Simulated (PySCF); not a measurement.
Screening by computed properties: pick the candidate that meets the target.

Each SMILES stands for a single optimised conformer of the isolated species (atoms past krypton carry core potentials, spin–orbit coupling is left out); the electronic structure was computed with PySCF and density fitting.

Dipoles, sizes and rotational constants follow the conformer. The torsions of the flexible species, by atom-mapped SMILES:
- `[SiH3:1][O:2][SiH2:3][O:4][SiH2:5][CH:6]1[CH2:7][CH2:8]1`: Si1–O2–Si3–O4 -6°, O2–Si3–O4–Si5 54°, Si3–O4–Si5–C6 -31°, O4–Si5–C6–C7 -87°
- `[CH:1]#[C:2]/[CH:3]=[CH:4]\[CH2:5][Cl:6]`: C3–C4–C5–Cl6 -120°
- `[CH2:1]=[CH:2][CH2:3][SiH:4]([O:5][SiH3:6])[O:7][SiH3:8]`: C1–C2–C3–Si4 -104°, C2–C3–Si4–O5 -59°, C3–Si4–O5–Si6 101°, C3–Si4–O7–Si8 -56°

**Question.** Wanted: dipole moment between 1.9 D and 3 D (B3LYP/def2-SVPD) and smallest rotational constant below 1.17 GHz (PBE0-D3(BJ)/def2-SVP), at PBE0-D3(BJ)/def2-SVP geometries. Which candidate meets both?
A. `[SiH3]O[SiH2]O[SiH2]C1CC1`
B. `C#C/C=C\CCl`
C. `C=CC#CCCl`
D. `CC1=CC/1=C\Cl`

**Answer.** C. Computed values:
```csv
species,dipole moment,smallest rotational constant
[SiH3]O[SiH2]O[SiH2]C1CC1,1.36 D,0.564 GHz
C#C/C=C\CCl,1.84 D,1.203 GHz
C=CC#CCCl,2.04 D,0.881 GHz
CC1=CC/1=C\Cl,4.49 D,1.140 GHz
```

**Question.** Wanted: HOMO–LUMO gap between 6 eV and 8.3 eV (B3LYP/def2-SVPD) and lowest triplet excitation (Tamm–Dancoff) above 5 eV (TDA B3LYP/def2-SVPD), at PBE0-D3(BJ)/def2-SVP geometries. Which candidate meets both?
A. `[SiH3]O[SiH2]O[SiH2]C1CC1`
B. `N#CC(C#N)(C#N)C#N`
C. `C=[CH][Sn]([CH]=C)([CH]=C)[N]=C=O`
D. `[NH2][Ge][NH2]`

**Answer.** A. Computed values:
| species | HOMO–LUMO gap | lowest triplet excitation (Tamm–Dancoff) |
| --- | --- | --- |
| [NH2][Ge][NH2] | 5.82 eV | 3.72 eV |
| C=[CH][Sn]([CH]=C)([CH]=C)[N]=C=O | 6.62 eV | 4.32 eV |
| [SiH3]O[SiH2]O[SiH2]C1CC1 | 7.87 eV | 6.75 eV |
| N#CC(C#N)(C#N)C#N | 8.82 eV | 5.99 eV |

**Question.** Wanted: lowest singlet excitation below 4.5 eV (TDDFT B3LYP/def2-SVPD) and static isotropic polarisability below 117 au (B3LYP/def2-SVPD), at PBE0-D3(BJ)/def2-SVP geometries. Which candidate meets both?
A. `C#C/C=C\CCl`
B. `[Ge]([NH2])[NH2]`
C. `C=[CH][Sn]([CH]=C)([CH]=C)[N]=C=O`
D. `C=CC[SiH](O[SiH3])O[SiH3]`
E. `[SiH3]O[SiH2]O[SiH2]C1CC1`
F. `CC1C(/C=1)=C/Cl`
G. `N#CC(C#N)(C#N)C#N`

**Answer.** F. Computed values:
| species | lowest singlet excitation | static isotropic polarisability |
| --- | --- | --- |
| CC1C(/C=1)=C/Cl | 4.00 eV | 76.0 au |
| C#C/C=C\CCl | 5.04 eV | 78.5 au |
| [Ge]([NH2])[NH2] | 5.28 eV | 52.4 au |
| C=[CH][Sn]([CH]=C)([CH]=C)[N]=C=O | 5.56 eV | 132.1 au |
| C=CC[SiH](O[SiH3])O[SiH3] | 5.99 eV | 119.0 au |
| [SiH3]O[SiH2]O[SiH2]C1CC1 | 6.97 eV | 115.9 au |
| N#CC(C#N)(C#N)C#N | 7.21 eV | 69.2 au |

**Question.** Wanted: HOMO energy above -7.5 eV (B3LYP/def2-SVPD) and electronic spatial extent ⟨r²⟩ about the centre of nuclear charge below 1400 bohr² (B3LYP/def2-SVPD), at PBE0-D3(BJ)/def2-SVP geometries. Which candidate meets both?
A. `C=CC[SiH](O[SiH3])O[SiH3]`
B. `N#CC(C#N)(C#N)C#N`
C. `[SiH3]O[SiH2]O[SiH2]C1CC1`
D. `C1=C(C)C/1=C/Cl`

**Answer.** D. Computed values:
```csv
species,HOMO energy,electronic spatial extent ⟨r²⟩ about the centre of nuclear charge
N#CC(C#N)(C#N)C#N,-11.16 eV,1011 bohr²
[SiH3]O[SiH2]O[SiH2]C1CC1,-8.05 eV,2029 bohr²
C=CC[SiH](O[SiH3])O[SiH3],-7.02 eV,1849 bohr²
C1=C(C)C/1=C/Cl,-5.62 eV,965 bohr²
```
